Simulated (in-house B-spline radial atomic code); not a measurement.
A radial electron density 4πr²n(r) was computed for an atom or ion in its tabulated ground configuration with a B-spline radial code for spherical atoms; method: Dirac-Kohn-Sham PBEsol, spherical fractional occupations. Columns: r (bohr), 4πr²n(r) (electrons per bohr), bar.

```
0.000467     3.53 #
0.000575    4.885 #
0.000708    6.724 ##
0.000872    9.207 ###
 0.00107    12.45 ####
 0.00132    16.84 #####
 0.00163    22.59 #######
 0.00201    29.89 #########
 0.00247    38.81 ############
 0.00304    49.64 ###############
 0.00375    62.31 ###################
 0.00462    76.11 #######################
 0.00569    90.07 ###########################
   0.007    102.6 ###############################
 0.00863      112 #################################
  0.0106    116.3 ###################################
  0.0131      115 ##################################
  0.0161    109.5 #################################
  0.0198    103.9 ###############################
  0.0244    104.1 ###############################
  0.0301    114.2 ##################################
  0.0371    131.8 #######################################
  0.0457    146.7 ############################################
  0.0562    147.3 ############################################
  0.0692    132.8 ########################################
  0.0853    118.5 ###################################
   0.105    122.1 ####################################
   0.129      137 #########################################
   0.159      135 ########################################
   0.196    105.6 ################################
   0.242    79.47 ########################
   0.298    82.35 #########################
   0.366    91.83 ###########################
   0.451    78.49 #######################
   0.556    50.23 ###############
   0.685    30.76 #########
   0.843    23.32 #######
    1.04    18.09 #####
    1.28     11.3 ###
    1.57     5.35 ##
    1.94    1.772 #
    2.39    0.407 
    2.94  0.05895 
    3.62 0.004504 
    4.46 0.0001555
```

**Question.** Which atom or ion is it?
A. Hg7+
B. Hg6+
C. Pt6+
D. Au6+

**Answer.** B. The area under the curve, ∫4πr²n dr = ∫r·4πr²n d(ln r) on this logarithmic grid, is 74 electrons, which only this option has. The configuration is [Xe] 4f14 5d6.
